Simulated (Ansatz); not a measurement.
Reaction (germylene loss): `N[SiH](N)[GeH3]` → `N[SiH2]N` + `[GeH2]`

Isolated molecules relaxed with PBE0-D4/def2-TZVP in Ansatz; ΔE leaves out vibrations. CBS: MP2 limit from def2 TZ/QZ plus the TZ coupled-cluster correction, frozen cores. This one scheme is used for every species. Functionals use def2-TZVPP. B3LYP here is the variant with VWN-RPA as its local correlation; programs differ in this. For Ge outer-core shells are correlated without core-valence functions, which leaves a few kJ/mol of doubt a bond. Scalar relativity is left out up to krypton. One conformer a species, not always the lowest.

`N[SiH](N)[GeH3]`:

```xyz
12

N    -1.239   -1.098    0.719
Si   -0.089   -0.508   -0.404
N    -0.945    0.276   -1.666
Ge    1.388    0.859    0.887
H    -0.991   -1.263    1.680
H    -1.994   -1.694    0.417
H     0.732   -1.524   -1.130
H    -0.560    0.299   -2.596
H    -1.526    1.078   -1.482
H     1.873    0.160    2.176
H     0.707    2.173    1.319
H     2.645    1.240    0.081
```

`N[SiH2]N`:

Z-matrix (Å, degrees):
```
Si
N 1 1.711
N 1 1.711 2 108.5
H 1 1.493 2 103.5 3 -125.0
H 1 1.493 2 117.1 3 116.6
H 2 1.006 1 120.5 3 150.7
H 2 1.007 1 121.6 3 -58.1
H 3 1.006 1 120.5 2 150.7
H 3 1.007 1 121.6 2 -58.1
```

`[GeH2]`:

```xyz
3

Ge   -0.084    0.327   -0.667
H     0.183   -1.166   -0.176
H    -0.100    0.839    0.843
```

```tsv
level	ΔE (kJ/mol)	difference from CCSD(T)/CBS
PBE-D4	187.9	7.9
r2SCAN-D4	197.1	17.1
PBE0-D4	193.4	13.4
B3LYP-D4	166.1	-13.9
ωB97X-V	184.0	4.0
ωB97M-V	169.7	-10.3
B2PLYP	167.6	-12.4
PBE	179.0	-1.0
r2SCAN	194.7	14.7
PBE0	185.4	5.4
B3LYP	151.6	-28.4
HF/def2-TZVPP	138.7	-41.3
MP2/def2-TZVPP	194.9	14.9
SCS-MP2/def2-TZVPP	177.5	-2.5
CCSD/def2-TZVPP	175.7	-4.3
CCSD(T)/def2-TZVPP	182.1	2.1
HF/def2-QZVPP	137.2	-42.8
MP2/def2-QZVPP	193.2	13.2
SCS-MP2/def2-QZVPP	176.3	-3.7
HF/CBS(def2)	137.0	-43.0
MP2/CBS(def2)	192.8	12.8
CCSD/CBS(def2)	173.6	-6.4
CCSD(T)/CBS	180.0	0
```

Largest T1 diagnostic among the species: 0.012.

In def2-TZVPP, CCSD(T) changes the Hartree–Fock value by +43.3 kJ/mol (the triples alone add +6.4 kJ/mol) and MP2 by +56.1 kJ/mol. The D4 term adds +14.4 kJ/mol with B3LYP and +8.0 kJ/mol with PBE0; it sums over pairs of atoms, weighted by their polarisabilities, and B3LYP, whose exchange is more repulsive, gets the larger term. From PBE to PBE0 (25 % exact exchange), in def2-TZVPP and without D4, ΔE moves by +6.4 kJ/mol.
